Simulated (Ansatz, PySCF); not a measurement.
Complex: NH3 (SMILES N) (first 4 atoms) with H2 (SMILES [H][H]); geometry from B3LYP-D3(BJ)/def2-TZVP.
(charge 0, multiplicity 1):
```xyz
6

N      0.0152    -0.0022    -0.1380
H     -0.7130     0.6181    -0.4730
H      0.8979     0.3440    -0.4962
H     -0.1456    -0.9123    -0.5542
H      0.0211    -0.1602     2.4726
H      0.0215    -0.2091     3.2190
```

Basis-set superposition error: the interaction energy with monomers in their own basis, and in the dimer's basis (counterpoise).

The values were computed with Ansatz (a first-principles code); PySCF for 6-31G* rows. Values without a source in brackets are computed.

| level | uncorrected (kJ/mol) | counterpoise (kJ/mol) | difference |
|---|---|---|---|
| HF/aug-cc-pVTZ | 0.1 | 0.2 | 0.1 |
| BLYP/def2-TZVPPD | -0.8 | -0.5 | 0.4 |
| revPBE/def2-TZVPPD | -0.6 | -0.3 | 0.3 |
| r2SCAN/def2-TZVPPD | -1.9 | -1.6 | 0.3 |
| B3LYP/6-31G* | -5.8 | -2.7 | 3.1 |
| BHLYP/def2-TZVPPD | -2.4 | -2.2 | 0.2 |
| wB97X-V/def2-TZVPPD | -3.2 | -3.0 | 0.2 |
| wB97M-V/def2-TZVPPD | -3.1 | -2.8 | 0.4 |
| MP2/aug-cc-pVDZ | -3.4 | -1.6 | 1.8 |
| CCSD(T)/aug-cc-pVTZ | -2.9 | -2.5 | 0.5 |

The error is largest for B3LYP/6-31G* (3.1 kJ/mol) and smallest for HF/aug-cc-pVTZ (0.1 kJ/mol).
